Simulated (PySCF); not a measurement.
The calculation used core-valence-separated Tamm–Dancoff BHandHLYP/aug-pcX-1 (pcseg-1 on H, def2-SVPD on Si) in PySCF, non-relativistic, gas phase, PBE0-D3(BJ)/def2-SVP geometry. BHandHLYP without relativity tends to put these K edges a few eV too low, so spacings mean more than positions.

Main lines of an unknown, eV (oscillator strength): C K: 283.0 (0.096), 283.4 (0.057), 283.4 (0.057), 285.9 (0.011), 286.3 (0.025). Listed: the first five lines at most of each edge with a tenth or more of its strongest line's intensity; roots within 0.03 eV on the same or equivalent atoms are summed. Only the lowest roots were sought, and the top ones are left out.

**Question.** Which candidate gives them?
A. `[SiH3]C#C[SiH2]C[SiH3]`
B. `CC#C[SiH2][SiH2][SiH3]`

**Answer.** B. 

- `CC#C[SiH2][SiH2][SiH3]`: C K: 283.0 (0.096), 283.4 (0.057), 283.4 (0.057), 285.9 (0.011), 286.3 (0.025). First C line listed at 283.0 eV, hole on the alkyne carbon (1s→π*).
- `[SiH3]C#C[SiH2]C[SiH3]`: C K: 282.5 (0.158), 282.5 (0.041), 285.5 (0.025), 285.7 (0.037), 286.1 (0.023). First C line listed at 282.5 eV, hole on the alkyne carbon (1s→π*).

One conformer each; other structures than these candidates weren't tested.

Conformer computed: `[CH3:1][C:2]#[C:3][SiH2:4][SiH2:5][SiH3:6]`: C3–Si4–Si5–Si6 53°.
